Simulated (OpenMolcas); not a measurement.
## Ar VII: effect of the basis set

```json
{"Program": "OpenMolcas", "Method": "CASSCF", "Active space": "2 electrons in 8 orbitals (3s 3p 4s 4p)", "State averaging": "2S+1 = 3 even, 3 roots; 2S+1 = 1 even, 6 roots; 2S+1 = 3 odd, 3 roots; 2S+1 = 1 odd, 3 roots", "Spin-orbit coupling": "RASSI with atomic mean-field integrals over the reference wave functions, term energies averaged over their components"}
```

A. ANO-RCC-VTZP [5s4p2d1f], DKH2, point nucleus; cost roughly 21 core-seconds
B. ANO-RCC-VQZP [6s5p3d2f1g], DKH2, point nucleus; cost roughly 18 core-seconds
C. ANO-RCC [8s7p5d4f2g], DKH2, point nucleus; cost of the order of 40 core-seconds

Energies in eV above 3s2 1S0, the measured ground level; measured values from Saloman, J. Phys. Chem. Ref. Data 39, 033101 (2010).

```csv
Level,A,B,C,Measured
3s2 1S0,0.0000,0.0000,0.0000,0.0000
3s 3p 3P* 0,14.0636,14.0441,14.0335,14.0227
3s 3p 3P* 1,14.1584,14.1362,14.1268,14.1225
3s 3p 3P* 2,14.3538,14.3262,14.3193,14.3313
3s 3p 1P* 1,23.1825,23.1760,23.1568,21.1668
```

Deviations, from unrounded energies. A percentage is the sum of absolute deviations over the sum of measured energies, with the sign that they share, or ± where signs differ.

| Against measurement | Levels | A | B | C |
| --- | --- | --- | --- | --- |
| mean absolute deviation (cm-1) | 4 | 4300 | 4100 | 4100 |
| other configurations (%) | 4 | +3.3 | ±3.2 | ±3.2 |

A, B, C lie about equally close to measurement. The largest miss of C in the table is 3s 3p 1P* 1, by +16000 cm-1. The ranking rests on the paired levels alone, and a cruder setting can come out closer through cancelling errors.

Among A to C the level of the table that moves most is 3s 3p 3P* 2, by 280 cm-1 (lowest in C, highest in A).

Active for correlation alone: 4p 4s; no level in the range computed is led by a configuration that fills them, so any true level of that kind is missing. Measured partners are found by configuration, term and J. A level has none where our copy of the source lacks it or the pairing is in doubt (some pairs that miss far off the trend of their configuration count as doubtful), and it then counts in no deviation. Levels of configurations outside the active space are missing. The table leaves out levels that lie high or whose names do not pair safely across all columns.

* marks odd parity.
